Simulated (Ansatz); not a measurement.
The cluster Ag2Au, relaxed as a quartet with UKS r2SCAN-D4/def2-TZVP in Ansatz, starting from the r2SCAN-D4/def2-TZVP geometry of the neutral doublet. Force threshold 0.02 eV/Å.

In the def2 sets Ag, Au take a core potential; there is no spin–orbit coupling. The relaxation made no stability test and no search for a lower SCF solution. At r2SCAN-D4/def2-TZVP a doublet of charge 0 lies 2.58 eV below the quartet, each at its own geometry. The structure comes from a short search, and lower isomers may exist.

Start:

```csv
atom,x (Å),y (Å),z (Å)
Au1,0.213,1.455,0.553
Ag2,0.700,-1.191,0.631
Ag3,-0.913,-0.263,-1.185
```

(1) Estimate the energy that the relaxation releases and the steps that it takes.

(2) Does the start keep its bonding and symmetry?

(3) Predict the relaxed structure.

Answers

(1) 0.18 eV, in 4 steps; 15 s on 4 threads of Arm Neoverse V1 on a shared host. No frequencies were taken in this run, so the end may be a saddle point.

(2) By distances, no bond broke or formed. The bond that changes most is Ag2–Ag3, from 2.60 to 2.93 Å (atoms count from 1). Point group C2v at the start, C2v at the end, both within 0.05 Å.

(3) 
```xyz
3

Au    0.2178    1.4839    0.5648
Ag    0.8006   -1.2654    0.7422
Ag   -1.0184   -0.2185   -1.3069
```
Bond lengths (bridged metal pairs left out): 2 × Ag–Au 2.82 Å; 1 × Ag–Ag 2.93 Å.
